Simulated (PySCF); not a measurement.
Positional isomers: propene cyano+boryl. Isolated molecules, 0 K electronic values unless said otherwise. One relaxed conformer stands for each flexible species; it need not be the lowest. Strings in code marks are SMILES.

The numbers are results of CAM-B3LYP-D3(BJ)/def2-TZVP in PySCF, not measurements. All candidates: neutral, multiplicity 1. Excitations are Tamm–Dancoff values on a coarser integration grid. The basis has no diffuse functions, so Rydberg states are missing or too high.

```json
{
 "T1 excitation (TDA)": "3.83 eV",
 "brightest of the four lowest singlets (TDA)": "6.58 eV",
 "HOMO": "-9.13 eV"
}
```

Problem. Say which member has these values.
A. `B/C(C#N)=C\C`
B. `B/C=C\CC#N`
C. `B/C=C/CC#N`
D. `BC/C=C/C#N`

Solution. D, `BC/C=C/C#N`. The others give `B/C=C/CC#N`: 3.70 eV, 6.28 eV, -10.08 eV; `B/C(C#N)=C\C`: 3.27 eV, 5.41 eV, -9.51 eV; `B/C=C\CC#N`: 3.54 eV, 6.05 eV, -10.05 eV
